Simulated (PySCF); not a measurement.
## Working with the constants of LaF

RHF-CCSD(T) constants of LaF, singlet, about 0.1 electrons in the 4f shell (Mulliken) (PySCF, spin-free X2C with a Gaussian nucleus, basis sets La x2c-SVPall, F x2c-SVPall; masses 138.9063 and 18.9984 u):

```
ωe                     : 620.9 cm⁻¹
ωexe                   : 2.18 cm⁻¹
Be                     : 0.24162 cm⁻¹
αe                     : 0.00108 cm⁻¹
De to La (5d1 6s2) + F : 6.62 eV
```

Problem. What force constant and bond length do these constants imply?

Solution. Reduced mass μred = 16.713 u; k = 5.8918×10⁻⁷·μred·ωe² (u, cm⁻¹, mdyn/Å) = 3.80 mdyn/Å; Re = √(16.8576/(μred·Be)) (u, cm⁻¹, Å) = 2.043 Å.

Problem. Estimate the centrifugal constant D from the Kratzer relation and find the Dunham coefficient a1.

Solution. D = 4Be³/ωe² = 1.46e-07 cm⁻¹; a1 = −1 − αeωe/(6Be²) = -2.91.

Correlated steps freeze 19 core orbitals. Correlated levels converge slowly with the basis: in double zeta they bind strong bonds too weakly, by up to about 1 eV, and carry superposition errors of some tenths. Spin–orbit coupling is left out, which matters for elements this heavy, above all for dissociation energies. Where the molecule has an RHF reference, its open-shell atoms are computed with UHF.
